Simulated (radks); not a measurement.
Task: Radial electron density D(r) = 4 pi r^2 rho(r) of an atom or ion with 34 electrons. All-electron calculation, scalar-relativistic Kohn-Sham, exchange-only LDA, spin-polarised, spherical densities, finite nucleus; Fermi nuclear charge, rms radius of each element as measured or else 0.836 A^(1/3) + 0.57 fm. Program: a radial shooting solver on a logarithmic mesh with Libxc functionals.

r (bohr),D(r) (e/bohr),spin D(r)
0.005747,10.85,-0.000111
0.006531,13.10,-0.0000975
0.007483,15.87,-0.0000547
0.008505,18.83,0.0000316
0.009666,22.11,0.000191
0.01107,25.91,0.000489
0.01259,29.67,0.000960
0.01442,33.72,0.00177
0.01639,37.38,0.00297
0.01863,40.68,0.00480
0.02134,43.52,0.00772
0.02426,45.32,0.0118
0.02757,46.10,0.0175
0.03158,45.74,0.0260
0.0359,44.39,0.0367
0.0408,42.40,0.0506
0.04674,40.16,0.0689
0.05312,38.63,0.0891
0.06086,38.36,0.112
0.06917,39.84,0.133
0.07862,43.02,0.149
0.09007,47.63,0.155
0.1024,51.97,0.147
0.1164,54.93,0.122
0.1333,55.20,0.0793
0.1515,52.23,0.0329
0.1736,46.26,-0.00582
0.1973,39.69,-0.0124
0.2242,34.30,0.0254
0.2569,31.69,0.116
0.292,32.59,0.228
0.3318,35.56,0.327
0.3802,38.54,0.367
0.4321,38.95,0.315
0.4911,35.99,0.190
0.5626,29.71,0.0452
0.6395,22.48,-0.0111
0.7326,15.43,0.100
0.8327,10.63,0.389
0.9464,7.868,0.805
1.084,6.557,1.26
1.232,5.981,1.56
1.401,5.360,1.64
1.605,4.356,1.47
1.824,3.180,1.14
2.073,2.031,0.758
2.375,1.074,0.414
2.699,0.5002,0.197
3.092,0.1831,0.0725
3.514,0.05815,0.0229
3.994,0.01487,0.00572
4.576,0.002678,0.000986
5.201,0.0004025,0.000139

What is the nuclear charge?

Result: Z = 37. The innermost maximum, from 1s, lies near gamma/Z bohr with gamma = sqrt(1 - (Z/c)^2) = 0.963, here 0.026 bohr (found: 0.0282), and its height grows with Z. The density is that of the rubidium ion Rb3+ in [Ar] 3d10 4s2 4p4; the configuration itself is not fixed sharply by these data, and Z only to a few units. D(r) has 3 maxima, at r = 0.0282, 0.126, 0.412 bohr, and minima at 0.0580, 0.263 bohr, inside which lie 2.05, 11.04 electrons.
